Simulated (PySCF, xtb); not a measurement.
Sb4, SMILES [Sb]12[Sb]3[Sb]2[Sb]13.

Harmonic wavenumbers (cm⁻¹) from GFN2-xTB run with xtb at its own minimum, in rising order: 130, 130, 165, 165, 165, 221.

**Question.** What does B3LYP-D3(BJ)/def2-SVP (PySCF) give at its own minimum? (Estimate from the structure and the level; the computed values follow.)

**Answer.** 132, 132, 172, 172, 172, 234. Paired by order, the mean absolute difference is 6 cm⁻¹ and the zero-point energies are 1.4 and 1.5 kcal/mol.
